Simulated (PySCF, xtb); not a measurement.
Mo(O)2(F)(NH2) (FH₂MoNO₂), SMILES [F][Mo](=[O])(=[O])[NH2], multiplicity 1. The values are those of a single conformer.

Harmonic wavenumbers (cm⁻¹) from GFN2-xTB run with xtb 6.7.1 at its own minimum, in rising order: 187, 210, 219, 236, 258, 376, 488, 564, 582, 634, 911, 982, 1431, 3300, 3315.

### Question
What does PBE-D3(BJ)/def2-SVP (PySCF 2.14.0) give at its own minimum? (The exact figures need the calculation; the answer reports its results.)

### Answer
194, 208, 225, 251, 323, 373, 486, 635, 682, 718, 996, 1006, 1451, 3461, 3564. Paired by order, the mean absolute difference is 60 cm⁻¹ and the zero-point energies are 19.6 and 20.8 kcal/mol.
